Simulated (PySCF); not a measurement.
SMILES C=C(F)/C(F)=C\C, C5H6F2

Molfile (atoms numbered from 1):
```
C5H6F2
     RDKit          3D

 13 12  0  0  0  0  0  0  0  0999 V2000
   -2.2759    0.9917   -0.5020 C   0  0  0  0  0  0  0  0  0  0  0  0
   -1.1539    0.2787   -0.3914 C   0  0  0  0  0  0  0  0  0  0  0  0
   -0.9662   -0.8059   -1.1484 F   0  0  0  0  0  0  0  0  0  0  0  0
   -0.0544    0.5769    0.5269 C   0  0  0  0  0  0  0  0  0  0  0  0
   -0.3505    1.6201    1.3183 F   0  0  0  0  0  0  0  0  0  0  0  0
    1.1397   -0.0128    0.6706 C   0  0  0  0  0  0  0  0  0  0  0  0
    1.7290   -1.1604   -0.0749 C   0  0  0  0  0  0  0  0  0  0  0  0
   -2.4210    1.8729    0.1196 H   0  0  0  0  0  0  0  0  0  0  0  0
   -3.0471    0.6904   -1.2115 H   0  0  0  0  0  0  0  0  0  0  0  0
    1.7539    0.4322    1.4614 H   0  0  0  0  0  0  0  0  0  0  0  0
    2.7500   -0.9097   -0.4040 H   0  0  0  0  0  0  0  0  0  0  0  0
    1.8227   -2.0408    0.5837 H   0  0  0  0  0  0  0  0  0  0  0  0
    1.1413   -1.4520   -0.9507 H   0  0  0  0  0  0  0  0  0  0  0  0
  1  2  2  0
  2  3  1  0
  2  4  1  0
  4  5  1  0
  4  6  2  0
  6  7  1  0
  1  8  1  0
  1  9  1  0
  6 10  1  0
  7 11  1  0
  7 12  1  0
  7 13  1  0
M  END
```

Method: TDDFT BHandHLYP/def2-SVPD circular dichroism and optical rotation, one conformer, gas phase in PySCF 2.14.0. Geometry: PBE0-D3(BJ)/def2-SVP.

States above about 7.8 eV lie in this functional's continuum (it starts at minus the energy of the highest occupied orbital, well below the true ionisation energy for most functionals) and depend on the basis. No stereocentre is labelled: unless the shape is locked (an allene, a helicene, a hindered biaryl), the mirror image is equally populated and a measured rotation or CD is zero.

**Question.** Give the optical rotatory dispersion at 633, 589.3, 546, 436, 405, 365, 355 nm.

**Answer.** [α] in deg dm⁻¹ (g/mL)⁻¹:
| λ (nm) | origin-invariant length gauge | modified velocity gauge | length gauge (centre of mass) | isotropic polarisability (au) |
| --- | --- | --- | --- | --- |
| 633 | +13.6 | +16.7 | +13.7 | 70.6 |
| 589.3 | +16.2 | +19.8 | +16.2 | 71.1 |
| 546 | +19.5 | +23.8 | +19.6 | 71.8 |
| 436 | +35.5 | +42.8 | +35.7 | 74.7 |
| 405 | +44.1 | +52.9 | +44.3 | 76.2 |
| 365 | +61.5 | +73.1 | +61.8 | 79.0 |
| 355 | +67.6 | +80.2 | +68.0 | 80.0 |

**Question.** And for the mirror image at 589.3 nm?

**Answer.** -16.2 deg dm⁻¹ (g/mL)⁻¹ (origin-invariant length gauge): the same size and the opposite sign.

**Question.** What is the molar rotation [Φ] = [α]·M/100 of the geometry above at 589.3 nm?

**Answer.** With M = 104.10 g/mol, +16.8 deg cm² dmol⁻¹ (origin-invariant length gauge).

The first excitation lies at 5.79 eV (214 nm) with R = +1.1 × 10⁻⁴⁰ esu² cm² (velocity form).
